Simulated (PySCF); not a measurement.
Ge(H)2(Cl)(Me), SMILES [CH3][GeH2][Cl] (CH₅ClGe), singlet (CAM-B3LYP/def2-SVP optimised geometry):

```
8

Ge     0.148    -0.753     0.000
C     -0.586     1.043     0.000
Cl    -0.476    -1.732    -1.837
H      1.683    -0.753     0.000
H     -0.395    -1.602     1.157
H     -1.683     1.005    -0.041
H     -0.283     1.573     0.915
H     -0.219     1.602    -0.871
```

Computed with CAM-B3LYP/def2-TZVP in PySCF 2.14.0.

Task: What are the frontier orbital energies and the dipole moment?

Result: HOMO-2 -11.33 eV, HOMO-1 -9.94 eV, HOMO -9.86 eV, LUMO 1.11 eV, LUMO+1 1.75 eV; dipole moment 2.48 D.

On the same geometry PBE/def2-TZVP (PySCF) gives HOMO-2 -8.55 eV, HOMO-1 -7.18 eV, HOMO -7.15 eV, LUMO -0.85 eV, LUMO+1 0.14 eV; dipole moment 2.36 D.

Meta-Löwdin charges at CAM-B3LYP/def2-TZVP: Ge1 0.63, C2 -0.55, Cl3 -0.34, H4 -0.07, H5 -0.07, H6 0.13, H7 0.13, H8 0.13.
